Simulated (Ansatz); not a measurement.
Geometry optimisation, Ansatz 0.2.0, UKS BHLYP-D4/def2-SVP.

input.yaml

```yaml
crystal:
  periodic: [false, false, false]
  atoms:
    - { symbol: Al, position_ang: [0.920643, 0.127072, -0.450249] }
    - { symbol: F, position_ang: [1.625712, -1.24275, 0.339264] }
    - { symbol: C, position_ang: [0.234863, -0.207489, -2.230634] }
    - { symbol: C, position_ang: [0.963752, 1.788944, 0.544458] }
    - { symbol: H, position_ang: [-0.344824, -1.472116, 1.261659] }
    - { symbol: C, position_ang: [-1.373361, -1.194584, 1.463743] }
    - { symbol: H, position_ang: [0.922774, -0.839309, -2.805054] }
    - { symbol: H, position_ang: [0.048232, 0.707743, -2.804087] }
    - { symbol: H, position_ang: [-0.714579, -0.754772, -2.167594] }
    - { symbol: H, position_ang: [1.366874, 1.63733, 1.550294] }
    - { symbol: H, position_ang: [1.579446, 2.546632, 0.046533] }
    - { symbol: H, position_ang: [-0.040396, 2.215702, 0.644803] }
    - { symbol: H, position_ang: [-1.74535, -0.47402, 0.728497] }
    - { symbol: H, position_ang: [-1.444034, -0.748777, 2.457511] }
    - { symbol: H, position_ang: [-1.999853, -2.089408, 1.420755] }
magnetization:
  spin_polarized: true
basis:
  gaussian: { orbitals: def2-SVP }
hamiltonian:
  xc: { name: BHLYP }
  dispersion: d4
relax:
  f_tol: 0.03
  max_steps: 50
```

Launched with:

```bash
$ ansatz run input.yaml --threads 4 --pin off --max-ram 5120MiB --backend cpu --events-out ev --progress --plain --runs-dir out
```

Task: Where does it end, and by what steps?

Result: The run converged. The force dipped under the threshold on the way, but the program's further checks kept it going. After 18 steps the energy has fallen by 0.094 eV; H8 moved furthest, 0.86 Å.

| step | energy less start (eV) | largest force component (eV/Å) | accepted |
| --- | --- | --- | --- |
| 0 | 0.0000 | 1.193 | yes |
| 1 | -0.0287 | 0.906 | yes |
| 2 | -0.0415 | 0.861 | yes |
| 3 | -0.0617 | 0.579 | yes |
| 4 | -0.0720 | 0.339 | yes |
| 5 | -0.0795 | 0.050 | yes |
| 6 | -0.0807 | 0.077 | yes |
| 7 | -0.0824 | 0.070 | yes |
| 8 | -0.0746 | 0.409 | no |
| 9 | -0.0851 | 0.027 | yes |
| 10 | -0.0863 | 0.148 | yes |
| 11 | -0.0885 | 0.073 | yes |
| 12 | -0.0907 | 0.043 | yes |
| 13 | -0.0816 | 0.452 | no |
| 14 | -0.0903 | 0.142 | no |
| 15 | -0.0917 | 0.011 | yes |
| 16 | -0.0923 | 0.141 | yes |
| 17 | -0.0935 | 0.025 | yes |
| 18 | -0.0941 | 0.024 | yes |

```xyz
15
Properties=species:S:1:pos:R:3
Al 0.918 0.014 -0.373
F 1.852 -1.234 0.230
C 0.108 -0.299 -2.109
C 0.939 1.673 0.632
H -0.304 -1.459 1.289
C -1.302 -1.015 1.307
H 0.874 -0.281 -2.894
H -0.645 0.452 -2.372
H -0.364 -1.287 -2.155
H 1.116 1.498 1.698
H 1.743 2.328 0.277
H 0.004 2.234 0.528
H -1.519 -0.457 0.391
H -1.388 -0.346 2.163
H -2.032 -1.822 1.387
```

Whether the end is a true minimum wasn't checked by a vibrational analysis.

Run time: 96 s on 4 threads of Arm Neoverse N1, with other jobs on the host, peak memory 0.41 GiB.
